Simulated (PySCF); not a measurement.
Isomers of C3H7N3Si, one GFN2-xTB conformer each. Single-point energies are computed at PBE0/pcSseg-1 (PySCF, gas phase, no added dispersion term), electronic only.

Question: Rank them by PBE0/pcSseg-1 energy, lowest first (kcal/mol).
A. `[N:1]#[C:2][Si:3]1([NH2:4])[CH2:5][NH:6][CH2:7]1` with C2–Si3–N4–H -68° and 69°, C2–Si3–C5–N6 96°, Si3–C5–N6–C7 17°, C5–N6–C7–Si3 -17°, C2–Si3–C7–N6 -97°
B. `Cc1[nH]nnc1[SiH3]`

Answer: A (0.0), B (14.9).

As drawn, the lower has a four-membered ring and a C≡N group, which the higher lacks; the higher has an aromatic ring and an N–N linkage, which the lower lacks. GFN2-xTB itself gives, in the same order: 40.8, 0.0. GFN2-xTB puts Cc1[nH]nnc1[SiH3] lowest instead.

Which frontier levels, dipoles and rotational constants go with these structures?

| SMILES | HOMO (eV, PBE0/pcSseg-1) | LUMO (eV) | dipole (D) | A, B, C (MHz) |
| --- | --- | --- | --- | --- |
| N#C[Si]1(N)CNC1 | -6.51 | -0.63 | 4.54 | 3029, 1752, 1388 |
| Cc1[nH]nnc1[SiH3] | -7.38 | -0.05 | 4.84 | 3455, 1915, 1260 |
